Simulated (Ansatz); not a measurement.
Consider the formal exchange of groups at a C–O bond: `C[O][Nb](=[O])([OH])[OH]` + `BBO` → `BB(C)O` + `[O]=[Nb]([OH])([OH])[OH]`.

Program: Ansatz. Geometries: PBE0-D4/def2-TZVP. ΔE: electronic, gas phase. CCSD(T)/CBS is the MP2 limit (def2-TZVPP, def2-QZVPP) plus CCSD(T) − MP2 in def2-TZVPP, frozen cores. Functionals use def2-TZVPP. def2 core potentials past Kr. For Nb outer-core shells are correlated without core-valence functions, which leaves a few kJ/mol of doubt a bond. One conformer a species, not always the lowest.

`C[O][Nb](=[O])([OH])[OH]`:

Cartesian coordinates in Å:
```
C 0.803 -1.510 1.203
O 0.387 -0.790 0.076
Nb -0.388 0.848 -0.422
O -0.735 1.732 0.987
O -1.993 0.494 -1.385
O 0.827 1.890 -1.464
H 0.590 -0.960 2.125
H 1.878 -1.698 1.143
H 0.282 -2.472 1.234
H -2.887 0.777 -1.189
H 1.236 1.688 -2.307
```

`BBO`:

Z-matrix (Å, degrees):
```
B
B 1 1.671
H 1 1.200 2 122.0
H 1 1.200 2 122.0 3 -174.5
O 2 1.357 1 123.3 3 -92.7
H 2 1.214 1 118.1 3 87.3
H 5 0.960 2 113.4 1 -180.0
```

`BB(C)O`:

```xyz
10

B     0.558    1.399   -0.412
B    -0.251   -0.070   -0.295
C     0.010   -0.980    0.963
O    -1.124   -0.572   -1.221
H     0.094    2.416    0.027
H     1.665    1.492   -0.868
H     0.159   -0.420    1.890
H    -0.798   -1.702    1.110
H     0.934   -1.548    0.797
H    -1.248   -0.014   -1.991
```

`[O]=[Nb]([OH])([OH])[OH]`:

```xyz
8

O     0.590    0.717   -1.499
Nb    0.022    0.027   -0.056
O     0.035    1.347    1.312
O     1.157   -1.419    0.431
O    -1.750   -0.607   -0.324
H     0.304    2.265    1.265
H     1.934   -1.755   -0.015
H    -2.291   -0.575   -1.114
```

**Question.** Is it downhill or uphill in electronic energy at CCSD(T)/CBS, and by how much? (Estimate.)

**Answer.** The calculation gave: Downhill: ΔE = -100.6 kJ/mol.

**Question.** What do these levels give: revPBE-D4, r2SCANh-D4, ωB97M-V, revPBE, BLYP, r2SCAN, r2SCANh, MP2/def2-SVP, MP2/def2-TZVPP, SCS-MP2/def2-TZVPP, SCS-MP2/def2-QZVPP, CCSD/CBS(def2)? (Estimate.)

**Answer.** Computed: revPBE-D4 -99.0, r2SCANh-D4 -103.4, ωB97M-V -101.7, revPBE -97.4, BLYP -90.4, r2SCAN -103.1, r2SCANh -103.7, MP2/def2-SVP -88.0, MP2/def2-TZVPP -101.2, SCS-MP2/def2-TZVPP -93.9, SCS-MP2/def2-QZVPP -95.6, CCSD/CBS(def2) -100.6 kJ/mol.

Largest T1 diagnostic among the species: 0.022, so the coupled-cluster value is less sure than usual.

In def2-TZVPP, CCSD(T) changes the Hartree–Fock value by −11.4 kJ/mol (the triples alone add +0.0 kJ/mol) and MP2 by −15.2 kJ/mol. From BLYP to BHLYP (50 % exact exchange), in def2-TZVPP and without D4, ΔE moves by −3.3 kJ/mol.
